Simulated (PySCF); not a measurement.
# Working out the electron affinity of Pb

Pb⁻ [Xe] 4f14 5d10 6s2 6p3 (4S) → Pb [Xe] 4f14 5d10 6s2 6p2 (3P). Calculation: PySCF 2.14, in aug-cc-pVTZ-PP with ECP60MDF; scalar relativity through the core potential. Frozen: 5s2 5p6 5d10. Energies in hartree (1 hartree = 27.21139 eV):

```json
{"part": "UHF", "Pb⁻ (lower)": "-191.867791", "Pb (upper)": "-191.835762"}
{"part": "CCSD correlation", "Pb⁻ (lower)": "-0.060219", "Pb (upper)": "-0.046876"}
{"part": "(T)", "Pb⁻ (lower)": "-0.002310", "Pb (upper)": "-0.001106"}
```

Task: What does Hartree-Fock give?

Result: (-191.835762) − (-191.867791) = 0.032029 hartree = 0.872 eV.

Task: What do CCSD and CCSD(T) give?

Result: The CCSD correlation energies differ by 0.013343 hartree = 0.363 eV and the triples by 0.001204 hartree = 0.033 eV, so CCSD gives 1.235 eV and CCSD(T) 1.268 eV.

Reference: 0.357 eV (measured; photodetachment measurements, as compiled on the Wikipedia data page of electron affinities), between the lowest levels; spin-orbit coupling is absent from the calculation.

What remains against the reference includes basis incompleteness, the frozen core and higher excitations.
